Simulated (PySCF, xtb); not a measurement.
Hf(OH)4 anion (H4HfO4), SMILES [OH][Hf]([OH])([OH])[OH] (connectivity only; charge and spin as stated), charge -1, multiplicity 2. Other conformers were not sampled.

Harmonic wavenumbers (cm⁻¹) from xtb with GFN2-xTB at its own minimum, in rising order: 76, 129, 164, 164, 217, 310, 352, 355, 396, 420, 426, 449, 449, 640, 642, 660, 666, 3559, 3562, 3563, 3566.

Question: What does PBE-D3(BJ)/def2-SVPD run with PySCF 2.14.0 give at its own minimum? (Estimate from the structure and the level; the computed values follow.)

Answer: 88, 92, 132, 146, 152, 177, 218, 237, 290, 447, 463, 508, 524, 535, 547, 555, 583, 3712, 3718, 3737, 3747. Paired by order, the mean absolute difference is 91 cm⁻¹ and the zero-point energies are 29.7 and 29.5 kcal/mol.
